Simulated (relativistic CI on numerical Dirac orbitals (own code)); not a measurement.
# Rh²⁺: L-alpha,beta X-ray emission

Computed with this model: Dirac-Coulomb-Breit CI, KLI orbitals optimised for each configuration, model QED (radiative potential, 1s self-energy scaled to tabulated hydrogen-like ionisation energies), valence Slater integrals scaled by 0.7, multiplet model of X-ray emission after core ionisation; configurations [Kr] 4d7 → [He] 2s2 2p5 3s2 3p6 3d10 4s2 4p6 4d7 → [Ar] 3d9 4s2 4p6 4d7; 300 K; Lorentzian 2.8 eV and Gaussian 0.6 eV FWHM. Energies are those of the free ion, without screening or charge transfer. S is read from ⟨S²⟩ = S(S + 1).

free ion: ground-state S = 1.48, centroid 2744.52 eV. Peaks (eV, height): 2698.0 (100), 2835.2 (43).

Strongest unbroadened transitions for free ion:

| Energy (eV) | Relative strength |
| --- | --- |
| 2697.45 | 19.0 |
| 2697.88 | 31.0 |
| 2697.91 | 100.0 |
| 2697.96 | 12.8 |
| 2698.07 | 27.4 |
| 2698.09 | 16.1 |
| 2698.24 | 10.9 |
| 2698.53 | 8.9 |
| 2698.54 | 15.4 |
| 2698.76 | 7.2 |
| 2833.61 | 13.6 |
| 2833.63 | 7.2 |
| 2835.01 | 35.0 |
| 2835.04 | 7.6 |
| 2835.63 | 14.3 |
| 2835.72 | 10.9 |
| 2837.64 | 9.5 |
| 2838.20 | 8.8 |
